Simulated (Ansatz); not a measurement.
Diatomic MnF, multiplicity 7 (the spin of the measured ground state). No spin–orbit coupling. Mn is treated without relativity.

Constants: fifth-degree fit in 1/R to seven points, most abundant isotopes. In def2 and cc sets the state is the lowest found near the PBE0 minimum, followed along R.

Programs: Ansatz (an electronic-structure program). 

Energies at SVWN5/def2-TZVPP:

| R (Å) | E (hartree) |
|---|---|
| 1.701400 | -1247.92339945 |
| 1.747137 | -1247.92648327 |
| 1.789214 | -1247.92740561 |
| 1.836781 | -1247.92671248 |
| 1.884347 | -1247.92458695 |
| 1.939230 | -1247.92079861 |
| 2.003262 | -1247.91508378 |

Question: With a reduced mass of 14.1167 u, find the minimum, the force constant and the constants.

Answer: A fifth-degree polynomial in 1/R puts the minimum at r_e = 1.7933 Å with force constant 349 N/m. Then ω_e = (1/2πc)√(k/μ) = 648 cm⁻¹ and B_e = h/(8π²cμr_e²) = 0.3713 cm⁻¹; the cubic and quartic terms give α_e = 0.0029 and ω_e x_e = 3.5 cm⁻¹.
